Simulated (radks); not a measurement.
Species: Ge25+. Configuration: [He] 2s2 2p3. Method: scalar-relativistic Kohn-Sham, LDA (Slater exchange, Perdew-Wang correlation), spin-polarised, spherical densities, finite nucleus; open shells are filled with parallel spins first; Fermi nuclear charge, rms radius 4.0742 fm; computed with a radial shooting solver on a logarithmic mesh with Libxc functionals.

Unscreened Slater integrals over Kohn-Sham orbitals (cm^-1). They are taken over the spin-up orbitals. Empty in this configuration: 3s.

integral     value
F0(2p,2p)  1164600
F2(2p,2p)   556760
F0(2p,2s)  1060500
G1(2p,2s)   598280
F0(2p,1s)  1576800
G1(2p,1s)   297300
F0(2p,3s)   545040
G1(2p,3s)    57874
F0(2s,2s)   995310
F0(2s,1s)  1395500
G0(2s,1s)   137840
F0(2s,3s)   531850
G0(2s,3s)    45837
F0(1s,1s)  4397300
F0(1s,3s)   624360
G0(1s,3s)    32907
F0(3s,3s)   416680

Derived for the open shells (J is the average intra-shell exchange parameter used in DFT+U). 2p: J = F2/5 = 111400 cm^-1.
